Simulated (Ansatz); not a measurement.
Geometry optimisation, RHF/def2-SVP in Ansatz 0.2.0.

Input file:

```yaml
crystal:
  periodic: [false, false, false]
  atoms:
    - { symbol: Ga, position_ang: [0.0, 0.0, 0.0] }
    - { symbol: "N", position_ang: [0.0, 0.0, 1.93] }
    - { symbol: H, position_ang: [-0.877, -0.2713, 2.46] }
    - { symbol: H, position_ang: [0.877, 0.2713, 2.46] }
    - { symbol: Cl, position_ang: [1.9398, 0.0, -1.12] }
    - { symbol: Cl, position_ang: [-1.9398, 0.0, -1.12] }
basis:
  gaussian: { orbitals: def2-SVP }
hamiltonian:
  xc: hf
relax:
  f_tol: 0.02
  max_steps: 40
output:
  orbitals: {}
```

Command:

```bash
$ ansatz run input.yaml --threads 1 --pin off --max-ram 2048MiB --backend cpu --events-out ev --progress --plain --runs-dir out
```

Q: Where does it end, and by what steps?

A: It converged. After 6 steps the energy has fallen by 0.616 eV; H3 moved furthest, 0.24 Å.

```json
{"step": "0", "energy less start (eV)": "0.0000", "largest force component (eV/Å)": "2.380", "accepted": "yes"}
{"step": "1", "energy less start (eV)": "-0.5584", "largest force component (eV/Å)": "1.199", "accepted": "yes"}
{"step": "2", "energy less start (eV)": "-0.6039", "largest force component (eV/Å)": "0.516", "accepted": "yes"}
{"step": "3", "energy less start (eV)": "-0.5996", "largest force component (eV/Å)": "1.337", "accepted": "no"}
{"step": "4", "energy less start (eV)": "-0.6145", "largest force component (eV/Å)": "0.103", "accepted": "yes"}
{"step": "5", "energy less start (eV)": "-0.6157", "largest force component (eV/Å)": "0.029", "accepted": "yes"}
{"step": "6", "energy less start (eV)": "-0.6158", "largest force component (eV/Å)": "0.001", "accepted": "yes"}
```

```xyz
6
Properties=species:S:1:pos:R:3
Ga 0.000 0.000 0.052
N 0.000 0.000 1.844
H -0.830 -0.045 2.401
H 0.830 0.045 2.401
Cl 1.840 0.099 -1.044
Cl -1.840 -0.099 -1.044
```

Whether the end is a true minimum wasn't checked by a vibrational analysis.

Run time: 17 s on 1 thread of Arm Neoverse V2 (shared host), peak memory 0.19 GiB.
